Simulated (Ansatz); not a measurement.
Computed with frozen-core CCSD(T)/cc-pVQZ // B3LYP-D3(BJ)/def2-TZVP (Ansatz, a first-principles code).

Ansatz 0.2 input:
```yaml
crystal:
  periodic: [false, false, false]
  atoms:
    - { symbol: Si, position_ang: [1.306551, -0.332906, 0.054905] }
    - { symbol: Si, position_ang: [-0.939148, -0.96515, -0.086425] }
    - { symbol: Si, position_ang: [-0.367441, 1.298065, 0.03152] }
    - { symbol: H, position_ang: [2.036156, -0.58301, 1.317546] }
    - { symbol: H, position_ang: [2.163904, -0.487155, -1.141042] }
    - { symbol: H, position_ang: [-1.445588, -1.503365, -1.368214] }
    - { symbol: H, position_ang: [-1.573329, -1.599231, 1.09039] }
    - { symbol: H, position_ang: [-0.526684, 2.134302, -1.178641] }
    - { symbol: H, position_ang: [-0.654421, 2.038451, 1.279963] }
basis:
  gaussian: { orbitals: cc-pVQZ }
correlation:
  method: ccsd_t
```

Output:

```
Functional definition: HF
2079 factors; integrals over basis functions are off by at most 1.0e-3 eV
mean field evaluation 1: about -23679.9898 eV, gradient 1.5e1 eV
mean field evaluation 2: about -23680.0852 eV, gradient 1.5e1 eV
mean field evaluation 4: about -23681.7123 eV, gradient 1.4e0 eV
mean field evaluation 8: about -23681.7190 eV, gradient 2.8e-1 eV
mean field evaluation 16: about -23681.4152 eV, gradient 5.0e0 eV
mean field -23681.71982584 eV, -870.2871515533 hartree, gradient 1.2e-6 eV, S^2 0.000000; 0 other end points of the search recorded, 0 dependent functions left out
15 core orbitals not correlated
reference -23681.71982584 eV, -870.2871515533 hartree; 9, 9 occupied and 333, 333 virtual orbitals, 2079 factors
second order -10.77743686 eV of doubles, -0.00000000 eV of singles
cycle   1  -11.75767321 eV  change   -9.8e-1 eV  update   8.8e-2
cycle   2  -12.18764499 eV  change   -4.3e-1 eV  update   3.0e-2
cycle   3  -12.23050216 eV  change   -4.3e-2 eV  update   1.1e-2
cycle   4  -12.22420644 eV  change    6.3e-3 eV  update   3.6e-3
cycle   5  -12.22314609 eV  change    1.1e-3 eV  update   1.2e-3
cycle   6  -12.22298010 eV  change    1.7e-4 eV  update   4.0e-4
cycle   7  -12.22298211 eV  change   -2.0e-6 eV  update   1.3e-4
cycle   8  -12.22305544 eV  change   -7.3e-5 eV  update   4.8e-5
cycle   9  -12.22305864 eV  change   -3.2e-6 eV  update   1.6e-5
perturbative correction -0.54338733 eV, -0.0199691161 hartree
Total energy: -23694.48627181 eV, -870.7563097894 hartree
```

Cost: around 29 core-minutes (rough).
